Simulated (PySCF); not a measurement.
C$_{3}$H$_{9}$Sb (SMILES [CH3][Sb]([CH3])[CH3]), singlet, geometry from GFN2-xTB (all electrons, no relativity). Base run: BLYP/STO-3G (PySCF).

The PySCF input:
```python
from pyscf import gto, scf, dft

mol = gto.M(
    atom='''
Sb   -0.00673821    0.00740301    0.43142423
C     0.19254380   -1.82326529   -0.71473966
H     1.11761127   -2.32368584   -0.45225624
H     0.19814442   -1.59192199   -1.77443677
H    -0.63697105   -2.48620389   -0.49681510
C     1.48921748    1.04940145   -0.74378095
H     2.47603995    0.67127683   -0.50237513
H     1.45823690    2.11023739   -0.52301994
H     1.29510059    0.89708791   -1.80001401
C    -1.64668376    0.73532555   -0.78736976
H    -2.55198411    0.18722995   -0.55265593
H    -1.40872327    0.60197337   -1.83717977
H    -1.81427087    1.78768245   -0.58854042
''',
    basis='sto-3g',
    verbose=4,
)

mf = dft.RKS(mol)
mf.xc = 'blyp'
mf.kernel()
```

The base run was repeated with changes; each row names its change, and settings that it needs were set with it.

```csv
change,ΔE vs base (mEh),grid points,electrons on the grid
base,0.000,152584,78.00000
"grids.atom_grid = (30, 110)",-166.7,32016,78.00584
"grids.atom_grid = (50, 194)",0.338,85808,77.99995
grids.becke_scheme = stratmann,-0.003,152584,78.00000
grids.level = 7,-0.001,802064,78.00000
"grids.atom_grid = (75, 302)",0.011,189192,78.00000
grids.level = 0,-17.079,11672,78.00457
small_rho_cutoff = 0,0.000,152584,78.00000
"grids.atom_grid = (99, 590)",-0.001,421712,78.00000
grids.prune = dft.gen_grid.treutler_prune,-0.001,133360,78.00000
grids.prune = off,0.000,245080,78.00000
```
